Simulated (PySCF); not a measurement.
Vertical excitations of a molecule C₃H₆O₃ from TDA-PBE0/def2-SVPD (PySCF), as energy in eV (oscillator strength): 7.15 (0.000), 7.91 (0.019), 8.21 (0.000), 8.38 (0.028), 8.76 (0.009), 8.78 (0.286), 8.98 (0.024), 9.01 (0.032), 9.10 (0.000), 9.27 (0.048). Lowest triplet (TDA): 6.65 eV. Geometry optimised at PBE0-D3(BJ)/def2-SVP. One conformer was computed; it need not be the lowest.

### Question
Identify the compound among the candidates.
A. COC(=O)OC
B. C1OCOCO1
C. COC1OCO1
D. OCC1OCO1

### Answer
A, COC(=O)OC
